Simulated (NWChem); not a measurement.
# C4H7Cl; SMILES C/C=C(\C)Cl

Program: NWChem. Medium grid unless said otherwise, to which SCAN and Minnesota functionals are sensitive. Geometry: optimised at B3LYP/6-31G* (spherical d). B3LYP is NWChem's, with the RPA form of VWN correlation. Total energies of different functionals are on different scales.

```csv
level,energy (Ha),highest occupied level (eV),orbital gap (eV),dipole (D)
B3LYP/def2-SVP,-616.5811,-6.55,6.82,1.90
PBE/def2-SVP,-616.1560,-5.61,5.08,1.86
SCAN/def2-SVP,-616.5206,-5.91,5.52,2.09
MN15-L/def2-SVP,-616.3041,-6.01,5.92,2.12
B3PW91/def2-SVP,-616.4740,-6.64,6.84,2.01
"LDA (Slater exchange, VWN5)/def2-SVP",-613.6020,-5.71,5.02,1.85
Hartree-Fock/def2-SVP,-614.7702,-9.42,13.86,2.25
```
